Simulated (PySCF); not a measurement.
Sb(Cl)2(OMe) (CH3Cl2OSb), SMILES C[O][Sb]([Cl])[Cl]. Atoms are numbered in the order given.

```xyz
8

Sb    -0.6573    -0.2324     0.0000
Cl     0.8585    -0.7021     1.7718
Cl     0.8585    -0.7021    -1.7718
O     -0.4611     1.7159     0.0000
C      0.7814     2.3793     0.0000
H      1.3767     2.1293    -0.8951
H      1.3767     2.1293     0.8951
H      0.5821     3.4617     0.0000
```

Geometry optimised at PBE0-D3(BJ)/def2-SVP. The structure was generated by enumeration; whether it is a known compound was not checked. The def2 effective core potentials stand for the cores of Sb; spin–orbit coupling is left out. The values are those of a single conformer.

All values below come from PySCF with TDA-PBE/def2-SVPD.

Vertical excitations. The molecule is in vacuum. State labels are in the subgroup Cs.

| state | symmetry | energy (eV) | λ (nm) | f | main pairs |
|---|---|---|---|---|---|
| S1 | A" | 4.43 | 280 | 0.000 | HOMO→LUMO 99 % |
| S2 | A' | 4.85 | 255 | 0.014 | HOMO→LUMO+1 82 % |
| S3 | A' | 4.97 | 249 | 0.014 | HOMO−1→LUMO 78 %, HOMO−3→LUMO 12 % |
| S4 | A" | 5.08 | 244 | 0.008 | HOMO−1→LUMO+1 78 %, HOMO−3→LUMO+1 17 % |
| S5 | A" | 5.26 | 236 | 0.002 | HOMO−2→LUMO 72 %, HOMO−4→LUMO 18 % |
| S6 | A' | 5.29 | 234 | 0.001 | HOMO−2→LUMO+1 69 %, HOMO−3→LUMO 26 % |
| S7 | A" | 5.35 | 232 | 0.000 | HOMO−4→LUMO 66 %, HOMO−3→LUMO+1 20 % |
| S8 | A' | 5.41 | 229 | 0.024 | HOMO−3→LUMO 44 %, HOMO−2→LUMO+1 25 %, HOMO−4→LUMO+1 13 %, HOMO−1→LUMO 9 % |
| S9 | A" | 5.41 | 229 | 0.000 | HOMO→LUMO+2 91 % |
| S10 | A' | 5.48 | 226 | 0.008 | HOMO−4→LUMO+1 82 % |
| T1 | A" | 4.32 | 287 | 0 | HOMO→LUMO 100 % |
| T2 | A' | 4.36 | 284 | 0 | HOMO→LUMO+1 99 % |
| T3 | A' | 4.47 | 278 | 0 | HOMO−1→LUMO 92 % |
| T4 | A" | 4.59 | 270 | 0 | HOMO−1→LUMO+1 90 % |
Triplets are in the Tamm–Dancoff approximation.
